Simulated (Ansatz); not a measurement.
Basis-set extrapolation for `O=COC[SiH3]` (PBE0-D4/def2-TZVP geometry, frozen core, Ansatz 0.2.0). Multiplicity 1, RHF reference.

```tsv
	def2-TZVPP	def2-QZVPP
HF	-517.985921	-518.005446
MP2 correlation	-0.919265	-0.987111
CCSD(T) correlation	-0.993959	not run
```

Energies in hartree. Use E(X) = E(∞) + A·exp(−7.88·√X) for Hartree–Fock and E(X) = E(∞) + B·X^(−2.97) for correlation, with X = 3 and 4, and add CCSD(T) minus MP2 of the smaller set to the MP2 limit.

What is the CCSD(T) energy at the basis-set limit?

HF limit: -518.005446 + (-0.019525) × 0.13774 = -518.00814. MP2 limit: -0.987111 + (-0.067846) × 0.74074 = -1.03737. Higher-order term: -0.993959 − (-0.919265) = -0.07469. Total: -519.12020 hartree, 368.4 kJ/mol below CCSD(T)/def2-TZVPP.
